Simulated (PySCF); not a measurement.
SMILES C#Cc1ccc([SiH3])cc1 (C8H8Si) at its GFN2-xTB optimised geometry (Å):

```
17

C     -2.0601    -3.2526     0.0007
C     -1.4513    -2.2177     0.0000
C     -0.7362    -0.9964     0.0000
C     -1.4181     0.2200     0.0000
C     -0.7117     1.4061    -0.0001
C      0.6811     1.4239     0.0001
Si     1.6549     3.0393    -0.0064
C      1.3471     0.1994     0.0000
C      0.6591    -0.9964     0.0000
H     -2.5892    -4.1583    -0.0005
H     -2.4989     0.2227     0.0003
H     -1.2526     2.3423     0.0002
H      2.4068     3.1430    -1.2604
H      0.7192     4.1583     0.1126
H      2.5892     3.0393     1.1225
H      2.4284     0.1869     0.0004
H      1.1898    -1.9381     0.0003
```

Computed with PBE0/def2-SVP (PySCF 2.14.0).

Map of the electrostatic potential (hartree/e), clipped to [-0.08, 0.12] on the plane z = 0.8 Å:

```
|11111111111111111111111111111|
|11111111111111111111111111111|
|11111111111111111122221111111|
|11111111222111222222222111111|
|11111122222222244343322111111|
|11111222222222378896422111111|
|11111222222222369999832111111|
|11112222223333489999962111111|
|11112222223543499999962111111|
|11122222224665579999732111111|
|11122222223799899986422221111|
|11122222234999999954322222111|
|11122223346999899964332222211|
|11112223569996569996532222211|
|11112223569996569996532222211|
|11111122347999899964332222211|
|11111111225999999843222222211|
|11111110126999999632222222211|
|11111100029997567632222222111|
|11111100029994334532222222111|
|11111101399841123332222221111|
|11111112799500012222222211111|
|11112223799400011122222111111|
|11122235775200011111111111111|
|11222234653211111111111111111|
|11222233432211111111111111111|
|11222223332211111111111111111|
|11222222222211111111111111111|
|11222222222211111111111111111|
```
Scale: ten equal steps from -0.026 (start of '0') to 0.120 (end of '9'), in the order '0123456789'; x runs from -6.50 to 6.50, y from -6.50 (bottom) to 6.50 (top).
